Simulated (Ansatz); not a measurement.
Ansatz (a program for electronic structure) input for Si(CCH)(Cl)2(H) (C₂H₂Cl₂Si), SMILES C#C[SiH](Cl)Cl, PBE/def2-SVPD. Geometry: B3LYP-D3(BJ)/def2-SVP.

Ansatz 0.2 input:
```yaml
crystal:
  periodic: [false, false, false]
  atoms:
    - {symbol: Si, position_ang: [-0.01071187, -0.53863564, 0.00000000]}
    - {symbol: Cl, position_ang: [-0.92811486, 0.22258995, 1.68501908]}
    - {symbol: Cl, position_ang: [-0.92811486, 0.22258995, -1.68501909]}
    - {symbol: C, position_ang: [1.73851155, -0.04007223, 0.00000000]}
    - {symbol: C, position_ang: [2.91314230, 0.27685803, 0.00000000]}
    - {symbol: H, position_ang: [-0.15472089, -2.00764288, -0.00000000]}
    - {symbol: H, position_ang: [3.95066915, 0.55976871, 0.00000001]}
basis:
  gaussian:
    orbitals: def2-SVPD
hamiltonian:
  xc: {name: PBE}
```

Program output:

```
WARN ansatz: RAYON_NUM_THREADS=1 ignored (pool sized by the plan → 1); use --threads N
Functional definition: PBE
integrals: 0.08 GiB planned
1246 factors; their error is unknown
mean field: 0.45 GiB planned
mean field evaluation 1: about -34996.5752 eV, gradient 4.3e1 eV
mean field evaluation 2: about -34986.9301 eV, gradient 7.1e1 eV
mean field evaluation 4: about -35001.3076 eV, gradient 1.6e1 eV
mean field evaluation 8: about -35001.9564 eV, gradient 2.1e-1 eV
mean field evaluation 16: about -35001.9160 eV, gradient 7.3e-5 eV
mean field -35001.91601943 eV, -1286.2966885631 hartree, gradient 7.3e-5 eV, S^2 0.000000; 0 other end points of the search recorded, 0 dependent functions left out
reference -35001.91607100 eV, -1286.2966904585 hartree; 31, 31 occupied and 103, 103 virtual orbitals, 1246 factors
Total energy: -35001.91607100 eV, -1286.2966904585 hartree
```

The calculation finished and met its thresholds.
